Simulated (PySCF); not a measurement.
N-methylsilyl-N-silylmethanamine (C₂H₁₁NSi₂), SMILES CN([SiH2]C)[SiH3]. Atoms are numbered in the order given.

```xyz
16

Si    -1.7822     0.7554    -0.5746
N     -0.4221     0.0370     0.2730
C     -0.5595    -0.1224     1.7250
Si     0.9598    -0.7292    -0.5113
C      2.5950    -0.0080     0.0948
H     -3.0302    -0.0961    -0.5168
H     -1.3978     0.9610    -2.0108
H     -2.1304     2.0762     0.0673
H      0.4323    -0.2151     2.2169
H     -1.1538    -1.0222     2.0097
H     -1.0560     0.7621     2.1818
H      0.9711    -2.2169    -0.2392
H      0.7976    -0.5069    -1.9889
H      2.7277    -0.1505     1.1866
H      3.4436    -0.5122    -0.4122
H      2.6518     1.0775    -0.1223
```
Charge 0, spin multiplicity 1.

Coordinates come from a PBE-D3(BJ)/def2-SVP optimisation. The values are those of a single conformer.

Method: PBE-D3(BJ)/def2-SVP (PySCF).

Frequencies are harmonic and unscaled.

```csv
mode,ν (cm⁻¹),IR (km/mol),moving atoms (share of kinetic energy)
1,39,0.2,"H 41 %, C 33 %, Si 19 %"
2,75,0.0,H 87 %
3,105,0.0,H 87 %
4,144,0.4,"H 75 %, C 12 %"
5,158,0.2,"H 60 %, C 28 %, Si 8 %"
6,218,0.7,"Si 35 %, H 33 %, N 18 %, C 14 %"
7,240,2.1,"H 34 %, C 28 %, N 25 %, Si 14 %"
8,270,2.7,"H 30 %, Si 29 %, C 21 %, N 20 %"
9,479,4.6,"H 86 %, Si 13 %"
10,529,0.9,"Si 47 %, H 26 %, C 20 %"
11,646,3.9,"H 82 %, Si 14 %"
12,671,0.9,"H 40 %, C 38 %, Si 20 %"
13,678,36.8,"H 83 %, Si 9 %"
14,720,40.2,"H 66 %, C 17 %, Si 15 %"
15,739,33.0,"H 68 %, C 17 %, Si 14 %"
16,850,30.1,"H 79 %, C 15 %"
17,879,298.0,"H 87 %, Si 9 %"
18,889,261.0,"H 89 %, Si 8 %"
19,905,47.7,H 90 %
20,913,170.7,"N 42 %, H 41 %, Si 13 %"
21,925,124.1,H 92 %
22,962,50.0,H 90 %
23,1089,12.8,"H 70 %, C 20 %, N 9 %"
24,1123,120.9,"N 58 %, C 31 %, H 10 %"
25,1166,49.3,"H 52 %, N 29 %, C 17 %"
26,1214,31.0,"H 78 %, C 21 %"
27,1378,4.5,H 95 %
28,1383,1.4,H 96 %
29,1400,0.6,"H 88 %, C 11 %"
30,1417,6.1,H 97 %
31,1431,8.1,H 97 %
32,2117,102.6,H 97 %
33,2122,241.1,H 96 %
34,2139,94.6,H 98 %
35,2173,38.1,H 97 %
36,2191,136.7,H 97 %
37,2918,67.4,H 97 %
38,2975,1.9,H 97 %
39,2989,24.4,"H 91 %, C 9 %"
40,3022,16.6,"H 91 %, C 9 %"
41,3072,4.9,"H 91 %, C 9 %"
42,3081,3.4,"H 91 %, C 9 %"
```
